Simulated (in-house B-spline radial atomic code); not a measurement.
A fraction x of an electron is added to 4p in Br, starting from [Ar] 3d10 4s2 4p5 and keeping the highest spin. Level of theory: scalar-relativistic (X2C) B3LYP, spin-polarised, spherical fractional occupations, Fermi nucleus of rms radius 4.1629 fm; calculated with a radial B-spline atomic code at the basis-set limit.

Caution: exact exchange at fractional occupations of open shells leaves self-interaction of up to several eV.

```tsv
x	E(x) - E(0) (eV)	4p down level (eV)
0	0.0000	-7.882
0.1	-0.7493	-7.106
0.2	?	?
0.3	-2.0182	-5.592
0.4	-2.5406	-4.857
0.5	?	?
0.6	-3.3683	-3.431
0.7	-3.6769	-2.744
0.8	-3.9176	-2.075
```

(1) What belongs in the row x = 0.2?

(2) What belongs in the row x = 0.5?

(3) Check Janak's theorem between x = 0.3 and 0.4.

Results:

(1) An energy change of -1.4216 eV; 4p down at -6.342 eV.

(2) An energy change of -2.9901 eV; 4p down at -4.136 eV.

(3) The slope of the energy is -5.22 eV; the orbital levels give -5.22 eV (ε of the filling orbital, averaged over the two points).
